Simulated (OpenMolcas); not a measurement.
**How basis sets differ on MoCl4O (SMILES O=[Mo](Cl)(Cl)(Cl)Cl)**

MoCl4O has 6 atoms, charge 0, and is taken as a singlet. As SMILES, `O=[Mo](Cl)(Cl)(Cl)Cl`. The coordinates come from a PBE0-D4/def2-TZVP relaxation.

Each level gives the HOMO–LUMO gap (eV). The values are calculated.

| level | kind | program | value (eV) | CPU time |
| --- | --- | --- | --- | --- |
| HF/ANO-R0 (sfX2C) | Hartree–Fock | OpenMolcas | 8.50 | 13 s |
| HF/ANO-RCC-MB (DKH2) | Hartree–Fock | OpenMolcas | 8.81 | 18 s |
| HF/STO-3G | Hartree–Fock | OpenMolcas | 10.09 | 9.9 s |
| HF/3-21G | Hartree–Fock | OpenMolcas | 8.89 | 19 s |
| HF/def2-SVP (core potential) | Hartree–Fock | OpenMolcas | 10.01 | 43 s |

All-electron rows without a relativistic Hamiltonian named are non-relativistic, while core potentials hold scalar relativity, so basis and relativity change together. The values span 8.50 to 10.09 eV. A Hartree–Fock LUMO above zero doesn't converge with the basis: it sinks as sets grow more diffuse. Orbital gaps aren't excitation energies. CPU times are rough (shared hosts, several kinds of processor and program).
